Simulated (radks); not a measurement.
The numbers below are computed, except where a source is named.
Problem. These are the eigenvalues of the occupied orbitals of an atom or ion with whole-number occupations (eV). Code: a radial shooting solver on a logarithmic mesh with Libxc functionals. Model: scalar-relativistic Kohn-Sham, LDA (Slater exchange, VWN5 correlation), spin-polarised, spherical densities, finite nucleus; Fermi nuclear charge, rms radius of each element as measured or else 0.836 A^(1/3) + 0.57 fm.

orbital  eigenvalue
1s up     -28786.53
1s down   -28786.15
2s up     -5205.325
2s down   -5191.014
2p up     -4786.532
2p down   -4775.416
3s up     -1712.846
3s down   -1696.863
3p up     -1577.042
3p down   -1560.694
3d up     -1383.499

Which element is it, and in what charge state? The configuration may be excited. Open shells, if any, are filled with parallel spins first.

Solution. Z = 49, indium, charge +26: In26+ in [Ar] 3d5. The list shows which subshells hold electrons but not how many an open one holds; the 1s level, -1057.9 hartree, gives Z - s = 46.0 by -(Z - s)^2/2, which with screening and relativity narrows Z to a few neighbours, and the depths of the outer levels then fix element, charge and occupations together.
